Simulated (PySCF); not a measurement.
Cl3Sn (SMILES [Cl][Sn]([Cl])[Cl]), doublet, at a GFN2-xTB geometry (such geometries of metal compounds can be far from the true shape) (the spin is typed, not shown lowest) (core potentials on Sn); DF-WB97X-V/def2-SVP in PySCF.

Input for PySCF:
```python
from pyscf import gto, scf, dft

mol = gto.M(
    atom='''
Sn    0.080119    0.389525    0.243949
Cl    2.109205   -0.594521   -0.618155
Cl   -0.994678   -1.322626    1.563840
Cl   -1.350171    0.771484   -1.663180
''',
    basis='def2-svp',
    ecp={'Sn': 'def2-svp'},
    charge=0,
    spin=1,
    verbose=4,
)

mf = dft.UKS(mol)
mf.xc = 'wb97x_v'
mf = mf.density_fit(auxbasis='def2-universal-jkfit')
mf.kernel()
```

What the program printed (banner, timings and long lists left out):

```
PySCF version 2.14.0

[INPUT] verbose = 4
[INPUT] num. atoms = 4
[INPUT] num. electrons = 73
[INPUT] charge = 0
[INPUT] spin (= nelec alpha-beta = 2S) = 1
[INPUT] symmetry False subgroup None
[INPUT] Mole.unit = angstrom
[INPUT] Symbol           X                Y                Z      unit          X                Y                Z       unit  Magmom
[INPUT]  1 Sn     0.080119000000   0.389525000000   0.243949000000 AA    0.151402967374   0.736095568671   0.460996798362 Bohr   0.0
[INPUT]  2 Cl     2.109205000000  -0.594521000000  -0.618155000000 AA    3.985819790563  -1.123481865303  -1.168143652531 Bohr   0.0
[INPUT]  3 Cl    -0.994678000000  -1.322626000000   1.563840000000 AA   -1.879669002130  -2.499400905229   2.955229302640 Bohr   0.0
[INPUT]  4 Cl    -1.350171000000   0.771484000000  -1.663180000000 AA   -2.551453411330   1.457893469484  -3.142954695854 Bohr   0.0

nuclear repulsion = 364.683531080501
number of shells = 34
number of NR pGTOs = 169
number of NR cGTOs = 80
basis = def2-svp
ecp = {'Sn': 'def2-svp'}

******** <class 'pyscf.df.df_jk.DFUKS'> ********
method = DFUKS
initial guess = minao
damping factor = 0
level_shift factor = 0
DIIS = <class 'pyscf.scf.diis.CDIIS'>
diis_start_cycle = 1
diis_space = 8
diis_damp = 0
SCF conv_tol = 1e-09
SCF conv_tol_grad = None
SCF max_cycles = 50
direct_scf = False
number electrons alpha = 37  beta = 36
XC library pyscf.dft.libxc version 7.1.2
    S. Lehtola, C. Steigemann, M. J. T. Oliveira, and M. A. L. Marques,  SoftwareX 7, 1–5 (2018)
XC functionals = wb97x_v
    N. Mardirossian and M. Head-Gordon,  Phys. Chem. Chem. Phys. 16, 9904–9924 (2014)
radial grids:
    Treutler-Ahlrichs [JCP 102, 346 (1995); DOI:10.1063/1.469408] (M4) radial grids

becke partition: Becke, JCP 88, 2547 (1988); DOI:10.1063/1.454033
pruning grids: <function nwchem_prune>
grids dens level: 3
symmetrized grids: False
atomic radii adjust function: <function treutler_atomic_radii_adjust>
** Following is NLC and NLC Grids **
NLC functional = wb97x_v
radial grids:
    Treutler-Ahlrichs [JCP 102, 346 (1995); DOI:10.1063/1.469408] (M4) radial grids

becke partition: Becke, JCP 88, 2547 (1988); DOI:10.1063/1.454033
pruning grids: <function nwchem_prune>
grids dens level: 3
symmetrized grids: False
atomic radii adjust function: <function treutler_atomic_radii_adjust>
small_rho_cutoff = 0
Set gradient conv threshold to 3.16228e-05
tot grids = 78600
tot grids = 78600
******** <class 'pyscf.df.df.DF'> ********
auxbasis = def2-universal-jkfit
Create RSH-DF object <pyscf.df.df.DF object> for omega=0.3
******** <class 'pyscf.df.df.DF'> ********
auxbasis = auxmol.basis = def2-universal-jkfit
init E= -1571.46082538872

cycle= 1 E= -1593.32635490316  delta_E= -21.9  |g|=  1.5  |ddm|= 4.73
cycle= 2 E= -1593.77566361439  delta_E= -0.449  |g|= 1.15  |ddm|=  3.3
cycle= 3 E= -1594.33760540831  delta_E= -0.562  |g|= 0.0638  |ddm|= 1.29
cycle= 4 E= -1594.34113739147  delta_E= -0.00353  |g|= 0.0239  |ddm|= 0.128
cycle= 5 E= -1594.34180347535  delta_E= -0.000666  |g|= 0.0079  |ddm|= 0.0499
cycle= 6 E= -1594.3420362183  delta_E= -0.000233  |g|= 0.00356  |ddm|= 0.034
cycle= 7 E= -1594.342093504  delta_E= -5.73e-05  |g|= 0.00124  |ddm|= 0.0203
cycle= 8 E= -1594.34210193173  delta_E= -8.43e-06  |g|= 0.000451  |ddm|= 0.00862
cycle= 9 E= -1594.34210268438  delta_E= -7.53e-07  |g|= 0.000183  |ddm|= 0.00239
cycle= 10 E= -1594.34210278982  delta_E= -1.05e-07  |g|= 3.47e-05  |ddm|= 0.00101
cycle= 11 E= -1594.34210279355  delta_E= -3.73e-09  |g|= 1.02e-05  |ddm|= 0.000185
cycle= 12 E= -1594.34210279393  delta_E= -3.79e-10  |g|= 2.63e-06  |ddm|= 6.25e-05
Extra cycle  E= -1594.34210279395  delta_E= -1.84e-11  |g|= 1.51e-06  |ddm|= 1.04e-05
converged SCF energy = -1594.34210279395  <S^2> = 0.7590955  2S+1 = 2.0090749
```
